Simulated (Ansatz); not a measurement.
An input meant for Li₆O₂ (charge 0, singlet; atoms displaced at random, 0.15 Å in each coordinate).

```yaml
crystal:
  periodic: [false, false, false]
  atoms:
    - {symbol: Li, position_ang: [-0.486835, 0.949189, -1.572836]}
    - {symbol: Li, position_ang: [0.322892, -1.932016, -0.706928]}
    - {symbol: Li, position_ang: [0.624867, 3.197179, -0.819231]}
    - {symbol: Li, position_ang: [0.462904, -2.223599, 2.252767]}
    - {symbol: Li, position_ang: [0.531469, 0.327774, 0.752671]}
    - {symbol: Li, position_ang: [-1.473323, -1.182969, 0.129915]}
    - {symbol: O, position_ang: [0.212013, -1.407482, 0.915349]}
    - {symbol: O, position_ang: [0.273862, 1.940200, -0.793070]}
basis:
  gaussian: {orbitals: def2-TZVP, fitting: {mean_field: cc-pVTZ-jkfit}}
hamiltonian: {xc: {name: SVWN5}}
scf: {omitted_lower_state_checks: [starts]}
output: {forces: true}
```

```sh
$ ansatz run in.yaml --threads 4 --pin off --events-out ev --progress --plain --max-ram 3916MiB
```

Output, abridged:

```
Functional definition: SVWN5
Error: [file] the basis set cc-pVTZ-JKFIT has no functions for Li
```

The restricted singlet is unstable towards broken spin symmetry at other levels; at RKS SVWN5/def2-TZVP this wasn't settled.
